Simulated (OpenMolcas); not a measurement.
**O+: effect of the basis set**

| Quantity | Value |
| --- | --- |
| Program | OpenMolcas 26.06 |
| Method | SS-CASPT2, IPEA 0.25 Eh, imaginary shift 0.1 Eh (closed shells correlated: 1s 2s) |
| Active space | 3 electrons in 3 orbitals (2p) |
| State averaging | 2S+1 = 4 odd, 1 root; 2S+1 = 2 odd, 8 roots |
| Spin-orbit coupling | RASSI with atomic mean-field integrals over the reference wave functions, term energies averaged over their components |

A. ANO-RCC-VDZP [3s2p1d], DKH2, point nucleus; CASPT2 step about 0.8 core-seconds
B. ANO-RCC-VTZP [4s3p2d1f], DKH2, point nucleus; CASPT2 step roughly 0.9 core-seconds
C. ANO-L-VTZP [4s3p2d1f], non-relativistic, point nucleus; CASPT2 step about 0.9 core-seconds
D. ANO-R3 [4s4p2d1f], X2C, finite nucleus; CASPT2 step of the order of 0.9 core-seconds
E. ANO-R2 [4s4p2d1f], X2C, finite nucleus; CASPT2 step of the order of 0.8 core-seconds
F. ANO-RCC-VQZP [5s4p3d2f1g], DKH2, point nucleus; CASPT2 step of the order of 1.1 core-seconds

Energies in cm-1 above 2s2 2p3 4S* 3/2, the measured ground level; measured values from NIST Handbook of Basic Atomic Spectroscopic Data.

```tsv
Level	A	B	C	D	E	F	Measured
2s2 2p3 4S* 3/2	0.0	0.0	0.0	0.0	0.0	0.0	0.0
2s2 2p3 2D* 3/2	29370	27540	27650	27470	27460	27160	26831
2s2 2p3 2D* 5/2	29370	27540	27660	27480	27460	27160	26811
2s2 2p3 2P* 1/2	45740	43630	43750	43320	43330	42950	40470
2s2 2p3 2P* 3/2	45750	43630	43750	43320	43330	42960	40468
```

Deviations, from unrounded energies. A percentage is the sum of absolute deviations over the sum of measured energies, with the sign that they share, or ± where signs differ.

```tsv
Against measurement	Levels	A	B	C	D	E	F
mean absolute deviation (cm-1)	4	3900	1900	2100	1800	1800	1400
other terms of the ground configuration (%)	4	+11.6	+5.8	+6.1	+5.2	+5.2	+4.2
```

F lies closest to measurement on these levels and A furthest from it. The largest miss of F in the table is 2s2 2p3 2P* 3/2, by +2500 cm-1. The ranking rests on the paired levels alone, and a cruder setting can come out closer through cancelling errors.

Among A to F the level of the table that moves most is 2s2 2p3 2P* 1/2, by 2800 cm-1 (lowest in F, highest in A). Moves below CASPT2's spread within the term are not significant.

CASPT2 does not keep the components of a term degenerate, so their means are used; among the terms shown or strongly mixed into the levels shown the widest spread is 170 cm-1 (2s2 2p3 2D*, E). With the s shell closed, the reference lacks s² → p² mixing. Measured partners are found by configuration, term and J. A level has none where our copy of the source lacks it or the pairing is in doubt (some pairs that miss far off the trend of their configuration count as doubtful), and it then counts in no deviation. Levels of configurations outside the active space are missing.

* marks odd parity.
